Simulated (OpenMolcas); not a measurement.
# Levels of As I by method

```yaml
Program: OpenMolcas 26.06
Basis: ANO-RCC [9s8p6d4f2g]
Scalar_Hamiltonian: DKH2, point nucleus
Active_space: 3 electrons in 9 orbitals (RAS2 4p; RAS3 4d 5s, at most 1 electron)
State_averaging: 2S+1 = 4 odd, 1 root; 2S+1 = 2 odd, 8 roots; 2S+1 = 4 even, 15 roots; 2S+1 = 2 even, 18 roots
Spin-orbit_coupling: state interaction with AMFI integrals over the reference wave functions, term energies averaged over their components
```

Methods on the same reference wave functions:
A. RASSCF
B. SS-RASPT2, IPEA 0.25 Eh, imaginary shift 0.1 Eh (closed shells correlated: 3d 4s)
C. MS-RASPT2, IPEA 0.25 Eh, imaginary shift 0.1 Eh (closed shells correlated: 3d 4s)

Energies in cm-1 above 4s2 4p3 4S* 3/2, the measured ground level; measured values from NIST Handbook of Basic Atomic Spectroscopic Data.

```
            Level      A      B      C  Measured
  4s2 4p3 4S* 3/2    0.0    0.0    0.0       0.0
  4s2 4p3 2D* 3/2  14501  11260  11260     10593
  4s2 4p3 2D* 5/2  14686  11440  11440     10915
  4s2 4p3 2P* 1/2  24231  21560  21560     18186
  4s2 4p3 2P* 3/2  24477  21800  21800     18648
4s2 4p2 5s 4P 1/2  51315  50630  50630     50694
4s2 4p2 5s 4P 3/2  51960  51270  51270     51610
4s2 4p2 5s 4P 5/2  53083  52380  52380     52898
4s2 4p2 5s 2P 1/2  54649  52940  52930     53136
4s2 4p2 5s 2P 3/2  55926  54190  54190     54605
```

Deviations, from unrounded energies. A percentage is the sum of absolute deviations over the sum of measured energies, with the sign that they share, or ± where signs differ.

```json
{"Against measurement": "mean absolute deviation (cm-1)", "Levels": "9", "A": "2600", "B": "1000", "C": "1000"}
{"Against measurement": "other terms of the ground configuration (%)", "Levels": "4", "A": "+33.5", "B": "+13.2", "C": "+13.2"}
{"Against measurement": "other configurations (%)", "Levels": "5", "A": "+1.5", "B": "-0.6", "C": "-0.6"}
```

B, C lie about equally close to measurement and A furthest from it. The largest miss of B in the table is 4s2 4p3 2P* 1/2, by +3400 cm-1. The ranking rests on the paired levels alone, and a cruder setting can come out closer through cancelling errors.

Between B and C the level of the table that moves most is 4s2 4p2 5s 2P 1/2, by 16 cm-1 (lowest in C, highest in B). Moves below CASPT2's spread within the term are not significant.

The two smallest mean deviations differ by little beside CASPT2's spread within terms, so their order carries little weight.

From A to B the spin-free energies of the other terms of 4s2 4p3 shown, above 4S*, scale by factors of 0.78 to 0.89.

The lowest spin-free term lies below A's lowest term by 0.321 hartree in B, 0.321 hartree in C.

CASPT2 does not keep the components of a term degenerate, so their means are used; among the terms shown or strongly mixed into the levels shown the widest spread is 400 cm-1 (4s2 4p3 2D*, C). ANO sets are built for valence states and can reach diffuse excited orbitals poorly, and with the s shell closed the s pⁿ⁺¹ terms that mix with these levels are absent. With the s shell closed, the reference lacks s² → p² mixing. Without dynamic correlation excited terms often stand tens of per cent too high (terms of higher spin than the ground term too low), and those without a measured partner can miss by more than the paired ones (holds for A). Some terms miss by over 15 % even with CASPT2, which points to a basis or an active space too small for the shells correlated (holds for B; C). Computed and measured levels are paired by configuration, term and J; levels that our copy of the source lacks, or whose pairing is in doubt (as where it misses far off the trend of its configuration), stay unpaired and out of the deviations. Levels of configurations outside the active space are missing. Levels that lie high or do not pair safely by name in every column are left out.

* marks odd parity.
